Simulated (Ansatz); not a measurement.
`BOB(N)Cl` + H–F → `NB(F)Cl` + `BO` at 500 K and 1 bar (ligand exchange at a B–O bond).

Program: Ansatz. Geometries: PBE0-D4/def2-TZVP. ΔE: electronic, gas phase. CCSD(T)/CBS adds triple-zeta CCSD(T) − MP2 to the extrapolated MP2 energy (def2 sets, frozen cores). This one scheme is used for every species. Each species was taken in one conformer, which may not be the lowest.

```csv
species,CCSD(T)/CBS energy (Eh),H − E (kJ/mol),S (J/(mol·K))
`BOB(N)Cl`,-641.82248,196.8,398.1
H–F,-100.39570,39.4,188.7
`NB(F)Cl`,-640.42619,123.0,329.0
`BO`,-101.80414,113.6,256.0
```

H − E and S are ideal-gas, rigid-rotor, harmonic terms from PBE0-D4/def2-TZVP, for one conformer and one mirror image of each species. 1 Eh = 2625.50 kJ/mol, R = 8.31446 J/(mol·K).

**Question.** By hand: ΔE, ΔH, ΔS and ΔG.

**Answer.** ΔE = (-640.42619) + (-101.80414) − (-641.82248) − (-100.39570) = -0.01215 Eh = -31.9 kJ/mol. Δ(H − E) = 123.0 + 113.6 − 196.8 − 39.4 = 0.4, so ΔH = -31.5 kJ/mol. ΔS = 329.0 + 256.0 − 398.1 − 188.7 = -1.8 J/(mol·K). ΔG = -31.5 − 500 × (-1.8)/1000 = -30.6 kJ/mol.

**Question.** By hand: the equilibrium constant, and the temperature at which ΔG would vanish if ΔH and ΔS stayed fixed.

**Answer.** log₁₀ K = −ΔG/(RT ln 10) = 3.2. ΔG = 0 at ΔH/ΔS = 17500 K, far beyond where these terms or the molecules hold.

The number of gas molecules stays the same, so ΔS is small and ΔH decides. A doubt of 5 kJ/mol in ΔE shifts log₁₀ K by 0.5 here. Other conformers and mirror images would add mixing entropy, several J/(mol·K) or more a flexible species. Modes under 60 cm⁻¹, often nearly free rotors, make the harmonic entropy too high. These are equilibria of isolated gas molecules and say nothing of rates. Largest T1 diagnostic: 0.014 (customary marks: 0.02 for closed shells, 0.045 for open ones).
